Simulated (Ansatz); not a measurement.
Basis sets compared for Mo₇⁺. Total charge 1; doublet. Geometry PBE-D4/def2-SVP. Ansatz on 4 threads of Arm Neoverse V2 on a shared host; times are rough, and most runs start from earlier orbitals.

```xyz
7

Mo   -0.592    0.603   -1.777
Mo   -0.042   -0.379    1.636
Mo   -2.173   -0.122   -0.306
Mo   -0.656   -1.820   -0.363
Mo    0.012    1.612    0.475
Mo    2.100    0.633    1.177
Mo    1.351   -0.527   -0.843
```

In the def2 sets Mo takes a core potential; there is no spin–orbit coupling. At PBE0-D4/def2-SVP, PBE0-D4/def2-TZVP the charge 1 doublet is spin-contaminated (final ⟨S²⟩ up to 1.04, 0.75 for a pure state). No other spin state of charge 1 was run. Another isomer (doublet) lies 0.28 eV lower at PBE0-D4/def2-TZVP; other spin states weren't run for this one.

```tsv
level	functions	energy (Eh)	HOMO (eV)	LUMO (eV)	wall time
PBE-D4/def2-SVP	217	-477.4061	-7.52	-7.08	19 s
PBE0-D4/def2-SVP	217	-476.9510	-7.98	-6.06	46 s
```

Estimate the rows for PBE-D4/def2-TZVP (with forces), PBE0-D4/def2-TZVP.


```csv
level,functions,energy (Eh),HOMO (eV),LUMO (eV),wall time
PBE-D4/def2-TZVP (with forces),280,-477.5709,-7.47,-7.03,27 s
PBE0-D4/def2-TZVP,280,-477.1150,-7.92,-6.01,81 s
```
